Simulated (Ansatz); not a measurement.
Steps of a relaxation of FHfI₃, SMILES `[F][Hf]([I])([I])[I]` with RKS PBE-D4/def2-SVP.

```sh
$ ansatz run in.yaml --threads 4 --pin off --events-out ev --progress --plain --max-ram 11315MiB
```

```yaml
crystal:
  periodic: [false, false, false]
  atoms:
    - {symbol: F, position_ang: [-0.823400, -0.068900, 2.103100]}
    - {symbol: Hf, position_ang: [0.295600, 0.095500, 0.015400]}
    - {symbol: I, position_ang: [2.671200, -2.158100, 0.015100]}
    - {symbol: I, position_ang: [-2.506800, -0.969100, -1.557400]}
    - {symbol: I, position_ang: [0.413400, 3.026900, -0.617500]}
basis:
  gaussian: {orbitals: def2-SVP}
hamiltonian: {xc: pbe, dispersion: d4}
relax: {f_tol: 0.03, max_steps: 200}
```

Positions (Å) and forces (eV/Å) along the path, 7 of 7 steps:

```xyz
5
step=1 energy=-28324.4283 eV
F    -0.823   -0.069    2.103    2.467    0.392   -4.158
Hf    0.296    0.096    0.015   -2.868   -0.625    2.866
I     2.671   -2.158    0.015   -1.716    1.781   -0.077
I    -2.507   -0.969   -1.557    2.040    0.717    0.937
I     0.413    3.027   -0.618    0.077   -2.266    0.431
5
step=2 energy=-28326.5885 eV
F    -0.719   -0.052    1.939    1.724    0.284   -2.919
Hf    0.195    0.073    0.123   -2.000   -0.745    1.276
I     2.589   -2.075    0.015   -1.763    1.708    0.041
I    -2.429   -0.942   -1.524    2.046    0.734    1.112
I     0.415    2.922   -0.594   -0.009   -1.981    0.490
5
step=3 energy=-28328.0245 eV
F    -0.634   -0.038    1.796   -0.662   -0.009    2.005
Hf    0.101    0.023    0.134    0.626   -0.580   -3.401
I     2.447   -1.948    0.020   -1.571    1.406    0.068
I    -2.273   -0.888   -1.435    1.636    0.554    0.955
I     0.409    2.777   -0.556   -0.029   -1.371    0.373
5
step=4 energy=-28328.9178 eV
F    -0.610   -0.034    1.795    0.145   -0.003    0.000
Hf    0.077   -0.022    0.035    0.232   -0.377   -0.040
I     2.298   -1.817    0.017   -0.894    0.798   -0.085
I    -2.123   -0.842   -1.361    0.419    0.046    0.087
I     0.407    2.641   -0.528    0.097   -0.464    0.037
5
step=5 energy=-28329.0907 eV
F    -0.614   -0.032    1.900    0.085    0.002   -0.086
Hf    0.017   -0.011    0.108    0.034   -0.112    0.040
I     2.175   -1.694   -0.081   -0.276    0.281   -0.004
I    -2.033   -0.913   -1.411    0.110    0.015    0.025
I     0.505    2.577   -0.558    0.046   -0.187    0.025
5
step=6 energy=-28329.1139 eV
F    -0.609   -0.036    1.935   -0.008    0.000    0.031
Hf   -0.030   -0.016    0.127    0.000   -0.004   -0.002
I     2.144   -1.604   -0.108   -0.001    0.009   -0.010
I    -2.030   -0.942   -1.433    0.000   -0.004   -0.011
I     0.575    2.524   -0.563    0.010    0.000   -0.008
5
step=7 energy=-28329.1142 eV
F    -0.612   -0.036    1.947    0.003    0.000   -0.019
Hf   -0.038   -0.016    0.136   -0.007   -0.008    0.003
I     2.142   -1.592   -0.117   -0.009    0.005    0.000
I    -2.028   -0.945   -1.440    0.017    0.009    0.014
I     0.585    2.516   -0.567   -0.004   -0.006    0.001
```

It took 18 s on 4 threads of an Arm Neoverse V1 on a shared host, with 0.21 GiB of host memory at the peak.
